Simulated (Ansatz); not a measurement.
One change: `[NH2][Al]1[CH2]C[O]1` becomes `C[O][Al]1[CH2]C[O]1`.

Ansatz, PBE0-D4/def2-TZVP geometries, multiplicity 1. Each molecule was computed in one conformer, which needn't be the lowest.

```
                             property  `[NH2][Al]1[CH2]C[O]1`
 HOMO–LUMO gap (PBE0/def2-TZVPP) / eV                    7.30
    LUMO energy (PBE/def2-TZVPP) / eV                   -0.86
   HOMO energy (PBE0/def2-TZVPP) / eV                   -7.37
LUMO energy (ωB97M-V/def2-TZVPP) / eV                    1.34
   LUMO energy (PBE0/def2-TZVPP) / eV                   -0.07
HOMO energy (ωB97M-V/def2-TZVPP) / eV                   -9.77
```

**Question.** Give the same properties after the change, and the shifts. (Best estimate.)

**Answer.** Computed: 
| property | `C[O][Al]1[CH2]C[O]1` | shift |
| --- | --- | --- |
| HOMO–LUMO gap (PBE0/def2-TZVPP) / eV | 7.48 | 0.18 |
| LUMO energy (PBE/def2-TZVPP) / eV | -1.00 | -0.14 |
| HOMO energy (PBE0/def2-TZVPP) / eV | -7.64 | -0.27 |
| LUMO energy (ωB97M-V/def2-TZVPP) / eV | 1.35 | 0.01 |
| LUMO energy (PBE0/def2-TZVPP) / eV | -0.17 | -0.10 |
| HOMO energy (ωB97M-V/def2-TZVPP) / eV | -10.05 | -0.28 |

With PBE0 the HOMO falls by 0.27 eV and the LUMO falls by 0.10 eV, so the gap widens by about 0.17 eV. PBE moves the HOMO by -0.25 eV and ωB97M-V by -0.28 eV.
